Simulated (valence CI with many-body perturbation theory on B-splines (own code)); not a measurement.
Values are calculated unless marked as measured or tabulated.
Assign the levels of Ga²⁴⁺

Level of theory: valence CI with perturbative core correlation (CI+MBPT): five valence electrons over a frozen Dirac-Fock core [He], a basis of 9 s, 9 p, 8 d, 6 f, 3 g, 1 h functions for each j, with the one-electron correlation potential Σ1 (screened to all orders), the two-electron term Σ2, the three-electron term Σ3, Breit, model QED; selected single and double excitations, second order for the rest (own B-spline code, finite nucleus).

No measured spectrum was set against this ion. As an estimate, levels of excited configurations hold to 0.05 to 0.15 % of their energy, terms of the ground configuration to about 0.5 %. Among the levels kept, up to 2000 cm⁻¹ of a level comes from second order outside the variational space, and about a tenth of that is noise between levels of different J, which matters for small intervals.

| No. | J | Parity | E (cm⁻¹) | g |
| --- | --- | --- | --- | --- |
| 3 | 5/2 | odd | 281990 | 1.195 |
| 4 | 1/2 | odd | 389950 | 0.658 |
| 6 | 5/2 | even | 1017000 | 1.568 |
| 7 | 3/2 | even | 1163900 | 1.668 |
| 8 | 1/2 | even | 1189100 | 2.559 |
| 9 | 3/2 | even | 1413500 | 0.931 |
| 10 | 5/2 | even | 1467100 | 1.222 |
| 12 | 3/2 | even | 1680100 | 1.253 |
| 14 | 3/2 | odd | 2594200 | 1.329 |
| 15 | 1/2 | odd | 2831500 | 0.659 |
| 17 | 3/2 | even | 10972000 | 1.696 |
| 18 | 1/2 | even | 11005000 | 1.154 |

Energies count from the lowest level. Strongly mixed levels and levels close to another of their J and parity are left out, so the numbers can have gaps.

Give configuration and LS term of each level.

3: 2s2 2p3 2D°; 4: 2s2 2p3 2P°; 6: 2s 2p4 4P; 7: 2s 2p4 4P; 8: 2s 2p4 4P; 9: 2s 2p4 2D; 10: 2s 2p4 2D; 12: 2s 2p4 2P; 14: 2p5 2P°; 15: 2p5 2P°; 17: 2s2 2p2 3s 4P; 18: 2s2 2p2 3s 2P.
